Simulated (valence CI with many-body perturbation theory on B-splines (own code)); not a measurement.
E1 transitions of Cs4+

Computed by relativistic CI+MBPT: five valence electrons over a frozen Dirac-Fock core [Kr] 4d10, radial functions for each j: 9 s, 9 p, 8 d, 6 f, 3 g, 1 h, with the one-electron correlation potential Σ1 (screened to all orders), the two-electron term Σ2, the three-electron term Σ3, Breit, model QED; selected single and double excitations, second order for the rest, scaled by the run's own slope (own B-spline code, finite nucleus).

Against 27 measured levels this calculation errs by 208 cm⁻¹ on average and by 622 at most. These come from a selection out of Sansonetti, J. Phys. Chem. Ref. Data 38, 761 (2009). Levels without a partner in it may be off by more, other configurations by several thousand cm⁻¹. Among the levels kept, up to 590 cm⁻¹ of a level comes from second order outside the variational space, and about a tenth of that is noise between levels of different J, which matters for small intervals. 4 measured levels below the end of the list, from 158249 cm⁻¹ on, found no clear computed partner, and computed levels of the same name lie up to 507 cm⁻¹ from them.

Lines 151 to 200 of 208 in falling wavelength, among levels below 206970 cm⁻¹, chosen from the strongest by gf and those to the six lowest levels. Wavelengths and rates use the calculated energies, so an error of 200 cm⁻¹ moves a line at 66.04 nm by 0.13 % and its rate by three times that or more. Electric multipoles are in the length gauge, E1 and E2 with the static RPA response of the core. Weak lines are less certain than strong ones. Lines between different terms over intervals too small for the method are left out, as are lines whose strength nearly cancels. Where a level lies close to another of its J and parity, the split of strength between their lines is uncertain. The highest levels of a list are the least certain.

Names give the largest LS component (configuration and term), which can be under half, so a name can repeat, a term be missing and a line seem to break the LS rules; names also repeat where a configuration has a term twice. Letters in brackets count levels of one name in rising energy.

```tsv
λ vac (nm)	λ from measured levels	Upper	Lower	A (s⁻¹)	log gf	Branch %
66.04	65.98	5s²5p²5d ⁴D_3/2	5s²5p³ ²D°_5/2	5.91e+08	-0.81	34.7
65.97	65.91	5s²5p²5d ²F_5/2	5s²5p³ ²D°_3/2	4.74e+06	-2.73	1.6
65.24	65.34	5s²5p²5d ²D_3/2 [a]	5s²5p³ ²P°_3/2	1.37e+07	-2.46	0.2
64.80	64.73	5s²5p²5d ⁴D_1/2	5s²5p³ ²D°_3/2	5.70e+08	-1.14	66.6
64.55	64.50	5s²5p²5d ⁴D_5/2	5s²5p³ ²D°_5/2	4.35e+08	-0.79	16.9
64.54	64.53	5s²5p²5d ²P_3/2	5s²5p³ ⁴S°_3/2	6.85e+07	-1.77	10.1
63.80	63.75	5s²5p²5d ⁴D_3/2	5s²5p³ ²D°_3/2	2.04e+08	-1.30	12.0
63.79	63.98	5s5p⁴ ²P_3/2	5s²5p³ ²P°_1/2	5.20e+08	-0.90	2.4
63.45	63.64	5s²5p²5d ²D_5/2	5s²5p³ ²P°_3/2	1.16e+08	-1.38	0.5
63.34	63.33	5s²5p²5d ⁴F_3/2	5s²5p³ ⁴S°_3/2	1.94e+08	-1.33	25.9
63.28	63.35	5s²5p²6s ⁴P_1/2	5s²5p³ ²P°_3/2	6.29e+05	-4.12	0.0
63.16		5s5p⁴ ²P_1/2	5s²5p³ ⁴S°_3/2	1.82e+08	-1.66	10.8
63.16	63.27	5s²5p²5d ⁴P_3/2	5s²5p³ ²P°_1/2	3.61e+06	-3.06	0.0
62.78		5s²5p²5d ²P_1/2 [a]	5s²5p³ ²P°_3/2	1.90e+09	-0.65	8.8
62.69	62.78	5s²5p²5d ⁴P_1/2	5s²5p³ ²P°_1/2	5.92e+07	-2.16	0.2
62.42	62.37	5s²5p²5d ⁴D_5/2	5s²5p³ ²D°_3/2	4.02e+08	-0.85	15.6
62.39	62.37	5s²5p²5d ⁴F_5/2	5s²5p³ ⁴S°_3/2	7.27e+08	-0.59	85.5
62.34	62.31	5s5p⁴ ²S_1/2	5s²5p³ ²D°_3/2	1.76e+08	-1.69	15.4
61.21		5s²5p²5d ²P_1/2 [b]	5s²5p³ ²P°_3/2	9.91e+08	-0.95	7.9
61.15	61.21	5s²5p²5d ²D_3/2 [a]	5s²5p³ ²P°_1/2	1.79e+09	-0.40	24.0
61.06	61.02	5s²5p²5d ⁴D_7/2	5s²5p³ ²D°_5/2	8.71e+08	-0.41	100.0
60.81	60.94	5s²5p²5d ²D_3/2 [b]	5s²5p³ ²P°_3/2	6.58e+06	-2.84	0.0
59.97	59.95	5s²5p²5d ²F_5/2	5s²5p³ ⁴S°_3/2	2.79e+08	-1.04	95.8
59.69	59.79	5s²5p²5d ⁴P_5/2	5s²5p³ ²D°_5/2	1.42e+09	-0.34	5.3
59.42	59.46	5s²5p²6s ⁴P_1/2	5s²5p³ ²P°_1/2	8.15e+08	-1.06	11.5
59.38	59.57	5s5p⁴ ²P_3/2	5s²5p³ ²D°_5/2	6.33e+09	0.13	28.6
59.17		5s²5p²5d ²G_7/2	5s²5p³ ²D°_5/2	9.80e+08	-0.39	100.0
59.00	58.98	5s²5p²5d ⁴D_1/2	5s²5p³ ⁴S°_3/2	7.55e+05	-4.10	0.1
58.98		5s²5p²5d ²P_1/2 [a]	5s²5p³ ²P°_1/2	2.32e+09	-0.62	10.7
58.84	58.96	5s²5p²5d ⁴P_3/2	5s²5p³ ²D°_5/2	3.92e+09	-0.09	16.4
58.18	58.16	5s²5p²5d ⁴D_3/2	5s²5p³ ⁴S°_3/2	8.68e+08	-0.75	50.9
57.86	57.96	5s²5p²5d ⁴P_5/2	5s²5p³ ²D°_3/2	9.15e+08	-0.56	3.4
57.59		5s²5p²5d ²P_1/2 [b]	5s²5p³ ²P°_1/2	1.10e+10	0.04	87.1
57.57	57.75	5s5p⁴ ²P_3/2	5s²5p³ ²D°_3/2	7.09e+09	0.15	32.1
57.24	57.33	5s²5p²5d ²D_3/2 [b]	5s²5p³ ²P°_1/2	1.84e+09	-0.44	7.0
57.08	57.16	5s²5p²5d ²D_3/2 [a]	5s²5p³ ²D°_5/2	1.37e+09	-0.57	18.4
57.06	57.17	5s²5p²5d ⁴P_3/2	5s²5p³ ²D°_3/2	2.14e+09	-0.38	8.9
57.02	57.01	5s²5p²5d ⁴D_5/2	5s²5p³ ⁴S°_3/2	1.73e+09	-0.30	67.3
56.96	56.96	5s5p⁴ ²S_1/2	5s²5p³ ⁴S°_3/2	1.51e+08	-1.83	13.3
56.67	56.77	5s²5p²5d ⁴P_1/2	5s²5p³ ²D°_3/2	3.78e+07	-2.44	0.1
55.71	55.86	5s²5p²5d ²D_5/2	5s²5p³ ²D°_5/2	6.68e+09	0.27	27.0
55.41	55.48	5s²5p²5d ²D_3/2 [a]	5s²5p³ ²D°_3/2	2.88e+07	-2.28	0.4
54.11	54.25	5s²5p²5d ²D_5/2	5s²5p³ ²D°_3/2	1.52e+10	0.60	61.7
53.98	54.04	5s²5p²6s ⁴P_1/2	5s²5p³ ²D°_3/2	2.24e+06	-3.71	0.0
53.66	53.76	5s²5p²5d ²D_3/2 [b]	5s²5p³ ²D°_5/2	5.05e+09	-0.06	19.2
53.62		5s²5p²5d ²P_1/2 [a]	5s²5p³ ²D°_3/2	1.73e+10	0.17	79.6
53.19	53.30	5s²5p²5d ⁴P_5/2	5s²5p³ ⁴S°_3/2	2.46e+10	0.80	91.3
52.95	53.12	5s5p⁴ ²P_3/2	5s²5p³ ⁴S°_3/2	8.00e+09	0.13	36.2
52.51	52.63	5s²5p²5d ⁴P_3/2	5s²5p³ ⁴S°_3/2	1.77e+10	0.47	73.9
52.47		5s²5p²5d ²P_1/2 [b]	5s²5p³ ²D°_3/2	2.46e+08	-1.69	2.0
```
